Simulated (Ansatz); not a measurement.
Be5S4⁺. Total charge 1; doublet. Geometry PBE-D4/def2-SVP.

Cartesian coordinates in Å:
```
Be 1.006 -0.419 -1.960
Be -0.128 0.960 1.782
Be -1.949 -1.142 0.832
Be -0.756 -1.461 -1.531
Be 1.910 1.442 -0.276
S -1.722 0.044 2.330
S 2.408 0.906 -2.046
S -2.216 -2.348 -0.631
S 1.446 2.019 1.499
```

Another isomer (doublet) lies 2.12 eV lower at PBE0-D4/def2-TZVP; other spin states weren't run for this one.

Estimate the α-spin orbital energies around the gap (eV) in Ansatz with HF/STO-3G, HF/def2-TZVP, PBE-D4/def2-SVP, PBE-D4/def2-TZVP, B97M-V/def2-TZVP.


```json
{"orbital": "HOMO−13", "HF/STO-3G": "-26.71", "HF/def2-TZVP": "-28.17", "PBE-D4/def2-SVP": "-22.06", "PBE-D4/def2-TZVP": "-21.75", "B97M-V/def2-TZVP": "-22.83"}
{"orbital": "HOMO−12", "HF/STO-3G": "-18.41", "HF/def2-TZVP": "-20.80", "PBE-D4/def2-SVP": "-13.92", "PBE-D4/def2-TZVP": "-13.68", "B97M-V/def2-TZVP": "-14.05"}
{"orbital": "HOMO−11", "HF/STO-3G": "-17.42", "HF/def2-TZVP": "-20.05", "PBE-D4/def2-SVP": "-13.56", "PBE-D4/def2-TZVP": "-13.29", "B97M-V/def2-TZVP": "-13.65"}
{"orbital": "HOMO−10", "HF/STO-3G": "-17.17", "HF/def2-TZVP": "-19.69", "PBE-D4/def2-SVP": "-13.47", "PBE-D4/def2-TZVP": "-13.24", "B97M-V/def2-TZVP": "-13.53"}
{"orbital": "HOMO−9", "HF/STO-3G": "-15.82", "HF/def2-TZVP": "-17.32", "PBE-D4/def2-SVP": "-13.21", "PBE-D4/def2-TZVP": "-12.96", "B97M-V/def2-TZVP": "-13.30"}
{"orbital": "HOMO−8", "HF/STO-3G": "-15.36", "HF/def2-TZVP": "-16.96", "PBE-D4/def2-SVP": "-13.10", "PBE-D4/def2-TZVP": "-12.80", "B97M-V/def2-TZVP": "-13.15"}
{"orbital": "HOMO−7", "HF/STO-3G": "-14.77", "HF/def2-TZVP": "-16.61", "PBE-D4/def2-SVP": "-12.92", "PBE-D4/def2-TZVP": "-12.67", "B97M-V/def2-TZVP": "-13.01"}
{"orbital": "HOMO−6", "HF/STO-3G": "-14.43", "HF/def2-TZVP": "-16.19", "PBE-D4/def2-SVP": "-12.58", "PBE-D4/def2-TZVP": "-12.35", "B97M-V/def2-TZVP": "-12.69"}
{"orbital": "HOMO−5", "HF/STO-3G": "-14.18", "HF/def2-TZVP": "-15.82", "PBE-D4/def2-SVP": "-12.26", "PBE-D4/def2-TZVP": "-12.04", "B97M-V/def2-TZVP": "-12.39"}
{"orbital": "HOMO−4", "HF/STO-3G": "-13.51", "HF/def2-TZVP": "-15.18", "PBE-D4/def2-SVP": "-12.11", "PBE-D4/def2-TZVP": "-11.88", "B97M-V/def2-TZVP": "-12.14"}
{"orbital": "HOMO−3", "HF/STO-3G": "-13.20", "HF/def2-TZVP": "-14.72", "PBE-D4/def2-SVP": "-11.75", "PBE-D4/def2-TZVP": "-11.54", "B97M-V/def2-TZVP": "-11.79"}
{"orbital": "HOMO−2", "HF/STO-3G": "-12.96", "HF/def2-TZVP": "-14.65", "PBE-D4/def2-SVP": "-11.43", "PBE-D4/def2-TZVP": "-11.25", "B97M-V/def2-TZVP": "-11.50"}
{"orbital": "HOMO−1", "HF/STO-3G": "-11.72", "HF/def2-TZVP": "-13.54", "PBE-D4/def2-SVP": "-11.18", "PBE-D4/def2-TZVP": "-11.02", "B97M-V/def2-TZVP": "-11.27"}
{"orbital": "HOMO", "HF/STO-3G": "-11.38", "HF/def2-TZVP": "-13.34", "PBE-D4/def2-SVP": "-11.12", "PBE-D4/def2-TZVP": "-10.96", "B97M-V/def2-TZVP": "-11.12"}
{"orbital": "LUMO", "HF/STO-3G": "-1.02", "HF/def2-TZVP": "-4.03", "PBE-D4/def2-SVP": "-7.84", "PBE-D4/def2-TZVP": "-7.68", "B97M-V/def2-TZVP": "-7.60"}
{"orbital": "LUMO+1", "HF/STO-3G": "0.84", "HF/def2-TZVP": "-2.84", "PBE-D4/def2-SVP": "-6.90", "PBE-D4/def2-TZVP": "-6.76", "B97M-V/def2-TZVP": "-6.81"}
{"orbital": "LUMO+2", "HF/STO-3G": "1.37", "HF/def2-TZVP": "-2.63", "PBE-D4/def2-SVP": "-6.08", "PBE-D4/def2-TZVP": "-5.94", "B97M-V/def2-TZVP": "-5.50"}
{"orbital": "LUMO+3", "HF/STO-3G": "1.57", "HF/def2-TZVP": "-2.31", "PBE-D4/def2-SVP": "-5.81", "PBE-D4/def2-TZVP": "-5.65", "B97M-V/def2-TZVP": "-5.32"}
{"orbital": "LUMO+4", "HF/STO-3G": "1.71", "HF/def2-TZVP": "-1.93", "PBE-D4/def2-SVP": "-5.52", "PBE-D4/def2-TZVP": "-5.41", "B97M-V/def2-TZVP": "-4.97"}
{"orbital": "LUMO+5", "HF/STO-3G": "1.89", "HF/def2-TZVP": "-1.79", "PBE-D4/def2-SVP": "-5.43", "PBE-D4/def2-TZVP": "-5.28", "B97M-V/def2-TZVP": "-4.95"}
{"orbital": "β HOMO", "HF/STO-3G": "-10.94", "HF/def2-TZVP": "-13.32", "PBE-D4/def2-SVP": "-10.90", "PBE-D4/def2-TZVP": "-10.74", "B97M-V/def2-TZVP": "-10.93"}
{"orbital": "β LUMO", "HF/STO-3G": "-4.58", "HF/def2-TZVP": "-7.45", "PBE-D4/def2-SVP": "-10.76", "PBE-D4/def2-TZVP": "-10.60", "B97M-V/def2-TZVP": "-10.78"}
```
